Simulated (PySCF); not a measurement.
C5H3ClOS.
Bonds: O1–C2 (double), C2–Cl3, C2–C4, C4–C5 (aromatic), C5–C6 (aromatic), C6–C7 (aromatic), C7–S8 (aromatic), C4–S8 (aromatic). Hydrogens: H9 on C5; H10 on C6; H11 on C7.

The calculation used core-valence-separated Tamm–Dancoff BHandHLYP/aug-pcX-1 (pcseg-1 on H, def2-SVPD on Cl, def2-SVPD on S) in PySCF, non-relativistic, gas phase, PBE0-D3(BJ)/def2-SVP geometry. The energies are unshifted.

Give energies, oscillator strengths and core holes at the C K edge.

```
E (eV)       f  core hole on  main final orbital  polarisation
282.60  0.0544            C5         LUMO (74 %)  out of plane
283.02  0.0598            C7         LUMO (67 %)  out of plane
283.45  0.0475            C6       LUMO+4 (45 %)  out of plane
283.57  0.0351            C4         LUMO (86 %)  out of plane
284.70  0.0175            C6         LUMO (61 %)  out of plane
284.73  0.0778            C2         LUMO (64 %)  out of plane
286.07  0.0422            C4              spread      in plane
286.27  0.0163            C6       LUMO+1 (61 %)      in plane
286.35  0.0078            C5       LUMO+4 (69 %)  out of plane
286.53  0.0281            C4       LUMO+4 (44 %)  out of plane
286.53  0.0330            C7              spread      in plane
286.82  0.0150            C5       LUMO+1 (43 %)      in plane
287.05  0.0272            C7       LUMO+1 (57 %)      in plane
287.17  0.0072            C6       LUMO+2 (44 %)      in plane
287.19  0.0040            C7       LUMO+4 (58 %)  out of plane
287.51  0.0175            C4              spread      in plane
287.61  0.0026            C5       LUMO+2 (63 %)      in plane
287.62  0.0605            C2              spread      in plane
287.71  0.0033            C6       LUMO+5 (69 %)      in plane
287.75  0.0019            C6       LUMO+3 (31 %)      in plane
287.93  0.0033            C6       LUMO+7 (63 %)  out of plane
287.96  0.0053            C5       LUMO+1 (36 %)      in plane
```

The first line with a tenth or more of the strongest one's intensity is at 282.60 eV (f = 0.054), with the hole on C5 (aromatic CH carbon), polarised out of plane: a 1s→π* resonance. The strongest listed is at 284.73 eV (f = 0.078; C2, 1s→π*).

Give energies, oscillator strengths and core holes at the O K edge.

```
E (eV)       f  core hole on  main final orbital  polarisation
528.88  0.0445            O1         LUMO (69 %)  out of plane
533.69  0.0130            O1              spread      in plane
534.49  0.0038            O1       LUMO+4 (51 %)  out of plane
534.59  0.0018            O1       LUMO+6 (55 %)      in plane
535.10  0.0013            O1       LUMO+1 (46 %)      in plane
535.70  0.0020            O1       LUMO+1 (31 %)      in plane
535.76  0.0001            O1       LUMO+2 (35 %)             –
```

The first line with a tenth or more of the strongest one's intensity is at 528.88 eV (f = 0.044), with the hole on O1 (carbonyl oxygen), polarised out of plane: a 1s→π* resonance. It is also the strongest listed.

Roots within 0.03 eV whose holes lie on the same, on equivalent or on shared atoms are summed into one line, and the highest roots are left out, as the search may have cut off their partners. Final orbitals are the ground state's empty Kohn–Sham orbitals. A dash: too weak, shared between unlike atoms, or no plane or axis to refer to.

What are the wavelength and the wavenumber of the 286.07 eV line?

λ = 12398.42 eV Å/286.07 eV = 43.341 Å; 2.3073 × 10⁶ cm⁻¹.

Only the lowest roots of each edge were sought.

The run took 17 s of wall time on AMD EPYC 9R14, one thread, no GPU, shared host with 96 logical CPUs at a one-minute load of 10, and the process peaked at 1.1 GiB of memory.

Shape of the structure used: `[O:1]=[C:2]([Cl:3])[c:4]1[cH:5][cH:6][cH:7][s:8]1`: O1–C2–C4–C5 179°.

One conformer stands for the species.
